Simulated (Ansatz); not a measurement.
A calculation with Ansatz (development build ahead of 0.2.0).

```yaml
crystal:
  periodic: [false, false, false]
  atoms:
    - { symbol: Co, position_ang: [0.0, 0.0, 0.0] }
basis:
  gaussian: { orbitals: def2-SVP }
total_charge: 1
magnetization:
  spin_polarized: true
  initial_magnetization: 2
hamiltonian:
  xc: hf
scf:
  omitted_lower_state_checks: [stability, starts, atomic_configurations, cluster_reference, orbital_swaps, given_window_search, neighbouring_geometries, increment]
output:
  forces: true
```

The input is written out in the form of the current development build from the run's settings.

The run gave:

```
Converged                       : yes
Total energy                    : -1380.89513 hartree
Spin squared of the determinant : 2.003
```

Forces (eV/Å):
| atom | Fx | Fy | Fz |
| --- | --- | --- | --- |
| Co1 | 0.000 | 0.000 | 0.000 |

This is not the lowest solution: another run reaches a determinant 1.38 eV lower. Caution: another spin multiplicity may lie lower.
